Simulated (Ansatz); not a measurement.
Breaking a bond: NaF, singlet.

Computed with: RKS-CAM-B3LYP = restricted CAM-B3LYP/def2-SVP in Ansatz (a quantum-chemistry and plane-wave program); RKS-PBE = restricted PBE/def2-SVP in Ansatz; UKS-CAM-B3LYP = unrestricted CAM-B3LYP/def2-SVP (Ansatz); UKS-PBE = unrestricted PBE/def2-SVP run with Ansatz; FCI = full CI/def2-SVP, frozen core (Ansatz).

Cost and accuracy over the 22 points of the scan, with FCI as yardstick. Costs are rough ratios of core time within Ansatz on shared cores, each with its mean field (Kohn-Sham runs search longer for lower solutions than correlated ones do); the miss is the largest error against full CI of the curve after the mean shift, in mEh.

### Question
Which is the cheapest of these levels that stays within 17 mEh of FCI?

### Answer
RKS-PBE.

```json
[
 {"level": "RKS-CAM-B3LYP", "relative cost": "1", "largest error": "35.5"},
 {"level": "RKS-PBE", "relative cost": "1", "largest error": "15.0"},
 {"level": "UKS-CAM-B3LYP", "relative cost": "3", "largest error": "8.6"},
 {"level": "UKS-PBE", "relative cost": "6", "largest error": "19.2"}
]
```

Costs within a factor of two of each other count as equal.

The restricted form behind RKS-CAM-B3LYP, RKS-PBE keeps the bonding electrons paired and can't separate into open-shell fragments. The unrestricted determinant behind UKS-CAM-B3LYP is spin-contaminated at 3.47 to 7.65 Å (<S²> up to 0.8, against 0.00 for a pure singlet). The unrestricted determinant behind UKS-PBE is spin-contaminated at 3.18 to 7.65 Å (<S²> up to 0.6, against 0.00 for a pure singlet).
